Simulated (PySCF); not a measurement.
## Nuclear quadrupole coupling in `CC(=O)CP(C)c1ccoc1`

Species: C₈H₁₁O₂P.
Z-matrix (Å and degrees, GFN2-xTB geometry), rows numbered from 1:
```
C 
C   1  1.5053
O   2  1.2068  1  123.21
C   2  1.5003  1  114.35  3   177.70
P   4  1.8834  2  108.00  1   -75.63
C   5  1.8473  4   98.02  2   -70.46
C   5  1.8167  4   96.91  2  -170.27
C   7  1.4250  5  127.43  4   134.87
C   8  1.3577  7  106.08  5   175.66
O   9  1.3430  8  110.81  7    -0.55
C  10  1.3410  9  106.98  8    -0.15
H   1  1.0894  2  109.11  3  -126.20
H   1  1.0880  2  109.68  3   115.52
H   1  1.0866  2  110.42  3    -5.06
H   4  1.0922  2  110.96  1   164.65
H   4  1.0904  2  111.06  1    41.28
H   6  1.0890  5  111.10  4   -57.38
H   6  1.0889  5  108.50  4    63.02
H   6  1.0885  5  109.27  4  -178.84
H   8  1.0705  7  126.93  5    -4.47
H   9  1.0720  8  131.87  7   179.29
H  11  1.0720  7  131.72  5     4.78
```

Field gradients from the PBE0/pcSseg-1 density (PySCF, non-relativistic), principal values in atomic units, ordered |Vxx| ≤ |Vyy| ≤ |Vzz|:

```
atom      Vxx      Vyy      Vzz
  O3   0.5392   1.4916  -2.0308
 O10  -0.6788  -0.7383   1.4171
```

Question: Find the asymmetry η = (Vxx − Vyy)/Vzz and the couplings χ = eQV/h (234.96 MHz × Q in barn × V in au), with Q(17O) = −0.0256 b.

Answer: 
```tsv
atom	environment	nucleus	η	χzz (MHz)	χxx (MHz)	χyy (MHz)
O3	ketone oxygen	17O	0.47	12.22	-3.24	-8.97
O10	furan-type oxygen	17O	0.04	-8.52	4.08	4.44
```

The gradient is axial or nearly so (η below 0.05) at O10. The tensor is traceless: Vxx + Vyy + Vzz = 0.

Question: What is Vzz at O3 in SI units (1 au = 9.71736 × 10²¹ V/m²)?

Answer: -2.0308 au = -19.734 × 10²¹ V/m².

Question: And the gradient at the other heavy atoms, for which no coupling is worked out here?

Answer: 
| atom | environment | Vzz (au) | η |
| --- | --- | --- | --- |
| C1 | methyl carbon next to a carbonyl | -0.060 | 0.71 |
| C2 | ketone carbonyl carbon | 0.551 | 0.04 |
| C4 | sp3 carbon bound to phosphorus | 0.083 | 0.80 |
| P5 | phosphine phosphorus | -1.468 | 0.19 |
| C6 | sp3 carbon bound to phosphorus | 0.098 | 0.30 |
| C7 | substituted aromatic carbon | 0.183 | 0.39 |
| C8 | aromatic CH carbon | 0.182 | 0.46 |
| C9 | aromatic CH next to a ring oxygen | -0.330 | 0.85 |
| C11 | aromatic CH next to a ring oxygen | 0.311 | 0.96 |

Question: What couplings would deuterons (Q(2H) = 0.00286 b) have in place of the hydrogens, at this geometry?

Answer: 
| atom | bonded to | bond length (Å) | Vzz (au) | η | χzz (kHz) |
| --- | --- | --- | --- | --- | --- |
| H12 | C1 | 1.089 | 0.3049 | 0.03 | 205 |
| H13 | C1 | 1.088 | 0.3146 | 0.03 | 211 |
| H14 | C1 | 1.087 | 0.3141 | 0.01 | 211 |
| H15 | C4 | 1.092 | 0.3030 | 0.01 | 204 |
| H16 | C4 | 1.090 | 0.3101 | 0.03 | 208 |
| H17 | C6 | 1.089 | 0.3124 | 0.01 | 210 |
| H18 | C6 | 1.089 | 0.3106 | 0.03 | 209 |
| H19 | C6 | 1.089 | 0.3164 | 0.01 | 213 |
| H20 | C8 | 1.070 | 0.3499 | 0.07 | 235 |
| H21 | C9 | 1.072 | 0.3409 | 0.11 | 229 |
| H22 | C11 | 1.072 | 0.3416 | 0.12 | 230 |

One conformer (not necessarily the lowest) at the GFN2-xTB geometry, without solvent, vibrations or thermal averaging. GFN2-xTB bond lengths can be off by several hundredths of an ångström, more for odd bonds, and the gradients follow them. The small basis limits the accuracy of the gradients.
